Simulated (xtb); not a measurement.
Si(Cl)3(vinyl) (C₂H₃Cl₃Si), SMILES Cl[Si](Cl)(Cl)C=C. All values are semi-empirical tight-binding results from xtb (GFN2-xTB unless named), good for trends rather than for accurate numbers. Geometry: GFN2-xTB. The values are those of a single conformer.

Optimised geometry:

```xyz
9

C     -2.7507     0.5870     0.1364
C     -1.5253     1.0846     0.2260
Si     0.0607     0.0822     0.0153
Cl     0.1066    -0.7982    -1.8056
Cl     1.6412     1.3296     0.1975
Cl     0.1803    -1.3589     1.4304
H     -2.9306    -0.4554    -0.0693
H     -3.6275     1.2013     0.2655
H     -1.4133     2.1412     0.4355
```

A frequency run showed that this geometry is not a minimum.

```yaml
orbital_gap: 4.42 eV
dipole_moment: 2.05 D
static polarisability (D4 model): 94.0 bohr³
solvation energy, GFN2-xTB/ALPB(water): -1.7 kcal/mol
solvation energy, GFN2-xTB/ALPB(methanol): -5.6 kcal/mol
```

Computed atomic charges and the Wiberg bond orders between heavy atoms:
charges (e) C1 -0.07, C2 -0.11, Si3 0.56, Cl4 -0.18, Cl5 -0.19, Cl6 -0.18, H7 0.05, H8 0.06, H9 0.06. Bond orders C1–C2 1.99, C2–Si3 0.88, Si3–Cl4 1.11, Si3–Cl5 1.10, Si3–Cl6 1.10.
